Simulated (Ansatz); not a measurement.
Cost and result for the atomization energy of C4H8Si (`C#CC[SiH2]C`) (13 atoms, 12 bonds).

Cartesian coordinates in Å:
```
C -0.7314 -0.9614 -2.3571
C -0.1209 -0.1342 -1.7345
C 0.6060 0.8173 -0.9265
Si 0.8412 0.1632 0.8380
C -0.8057 -0.2278 1.6201
H -1.2682 -1.6821 -2.9266
H 0.0702 1.7717 -0.8813
H 1.5892 1.0229 -1.3619
H 1.6993 -1.0498 0.7749
H 1.5622 1.2107 1.6155
H -1.4229 0.6700 1.7026
H -1.3457 -0.9590 1.0144
H -0.6732 -0.6416 2.6222
```

Charge 0, multiplicity 1. The geometry is a stationary point of PBE0-D4/def2-TZVP. It is one conformer, not always the lowest. Program: Ansatz. All runs use 4 threads of an Arm Neoverse V1 on a shared host. Times are those of one run each, without the atoms' runs, and a repeat can differ threefold. Electronic energies, without spin–orbit coupling; frozen cores. CCSD(T)/CBS adds CCSD(T) − MP2 in def2-TZVPP to the MP2 limit, and its time is that of the two runs behind it. T1 = 0.011. B3LYP takes the VWN-RPA correlation (the form of Gaussian; ORCA's B3LYP/G).

CCSD(T)/CBS is a level of theory with its own doubt, some kJ/mol a heavy atom from the limit and from the frozen cores, so smaller differences don't rank the functionals.

```tsv
level	functions	wall time
PBE-D4/def2-TZVPP (with forces)	278	2.7 s
PBE0-D4/def2-TZVPP	278	3.1 s
r2SCAN-D4/def2-TZVPP (with forces)	278	4.9 s
B3LYP-D4/def2-TZVPP (with forces)	278	5.5 s
B2PLYP/def2-TZVPP	278	6.5 s
ωB97X-V/def2-TZVPP	278	8.5 s
ωB97M-V/def2-TZVPP (with forces)	278	12 s
MP2/def2-QZVPP	538	27 s
CCSD(T)/def2-TZVPP	278	2.7 min
CCSD(T)/CBS(def2)	–	3.2 min
```

(1) What atomization energy does each give, and how far from CCSD(T)/CBS? (Estimate.)

## Answers

(1) The calculation gave: 
| level | atomization (kJ/mol) | difference from CCSD(T)/CBS | per bond |
| --- | --- | --- | --- |
| PBE-D4/def2-TZVPP (with forces) | 5183.6 | 88.3 | 7.4 |
| PBE0-D4/def2-TZVPP | 5119.2 | 23.9 | 2.0 |
| r2SCAN-D4/def2-TZVPP (with forces) | 5108.6 | 13.3 | 1.1 |
| B3LYP-D4/def2-TZVPP (with forces) | 5103.3 | 8.0 | 0.7 |
| B2PLYP/def2-TZVPP | 5055.5 | -39.8 | -3.3 |
| ωB97X-V/def2-TZVPP | 5102.5 | 7.2 | 0.6 |
| ωB97M-V/def2-TZVPP (with forces) | 5111.6 | 16.3 | 1.4 |
| MP2/def2-QZVPP | 5113.8 | 18.5 | 1.5 |
| CCSD(T)/def2-TZVPP | 4978.5 | -116.8 | -9.7 |
| CCSD(T)/CBS(def2) | 5095.3 | 0.0 | 0.0 |

In def2-TZVPP, CCSD(T) changes the Hartree–Fock value by +1139.0 kJ/mol (the triples alone add +68.5 kJ/mol) and MP2 by +1205.3 kJ/mol; breaking electron pairs costs correlation energy, which Hartree–Fock lacks. From PBE to PBE0 (25 % exact exchange), in def2-TZVPP and without D4, the atomization energy moves by −60.4 kJ/mol: exact exchange takes away binding that semilocal exchange gives to molecules. The D4 term adds +41.5 kJ/mol with B3LYP and +22.1 kJ/mol with PBE0; it sums over pairs of atoms, weighted by their polarisabilities, and B3LYP, whose exchange is more repulsive, gets the larger term.
